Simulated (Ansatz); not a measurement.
Mulliken charges of `[NH]=[Ta]([OH])([OH])[OH]` from ωB97M-V/def2-TZVPP in Ansatz (PBE0-D4/def2-TZVP geometry).

```json
{"atom": "N1", "x (Å)": "-0.351", "y (Å)": "1.233", "z (Å)": "-1.290", "charge (e)": "-0.428"}
{"atom": "Ta2", "x (Å)": "0.021", "y (Å)": "-0.012", "z (Å)": "-0.090", "charge (e)": "1.004"}
{"atom": "O3", "x (Å)": "1.902", "y (Å)": "-0.398", "z (Å)": "-0.203", "charge (e)": "-0.406"}
{"atom": "O4", "x (Å)": "-1.058", "y (Å)": "-1.555", "z (Å)": "-0.483", "charge (e)": "-0.406"}
{"atom": "O5", "x (Å)": "-0.386", "y (Å)": "0.604", "z (Å)": "1.671", "charge (e)": "-0.413"}
{"atom": "H6", "x (Å)": "-0.540", "y (Å)": "1.892", "z (Å)": "-2.024", "charge (e)": "0.109"}
{"atom": "H7", "x (Å)": "2.437", "y (Å)": "-0.920", "z (Å)": "0.395", "charge (e)": "0.172"}
{"atom": "H8", "x (Å)": "-1.195", "y (Å)": "-2.337", "z (Å)": "0.052", "charge (e)": "0.172"}
{"atom": "H9", "x (Å)": "-0.742", "y (Å)": "1.446", "z (Å)": "1.955", "charge (e)": "0.196"}
```

Problem. By hand: the dipole of these point charges (1 e Å = 4.8032 D).

Solution. Σ q r = (-0.003, -0.067, 0.290) e Å, of length 0.298 e Å = 1.43 D.

Problem. How does the dipole of the full density compare? (Estimate.)

Solution. Computed: (0.025, -0.191, 0.508) e Å, 2.61 D; the point charges give 0.55 times that, at 8° from its direction.

Point charges leave out the atoms' own dipoles, such as those of lone pairs, and Mulliken's split depends on the basis, so the two needn't agree.
